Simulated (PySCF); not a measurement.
**Dipole response of V (vanadium, neutral)**

[Ar] 3d5, high-spin 6S determinant (an excited configuration). All numbers are calculated (PySCF 2.14, no relativity, point nucleus, in aug-cc-pVTZ). Coupled (time-dependent) response in atomic units; α is the mean over directions.

| method | mean α (bohr³) | C₆ (like pair) | S(−4) |
| --- | --- | --- | --- |
| UHF | 65.01 | 268.7 | 22230 |
| PBE | 182.4 | 793.5 | 293800 |
| PBE0 | 124.9 | 538.0 | 109800 |

S(−4) is the Cauchy moment in α(ω) = α(0) + S(−4) ω² + …

α(iu) at PBE0:

```csv
u (hartree),α(iu) (bohr³)
0,124.9
0.0500,46.87
0.100,25.25
0.200,16.33
0.300,12.85
0.500,8.593
0.750,5.628
1.00,4.001
1.50,2.380
2.00,1.602
3.00,0.8792
5.00,0.3870
```

A single London oscillator, α(iu) = α/(1 + u²/ω²), gives C₆ = (3/4) ω α². Matching the computed C₆ needs ω = 4 × 538.0 / (3 × 124.9²) = 0.0460 hartree.
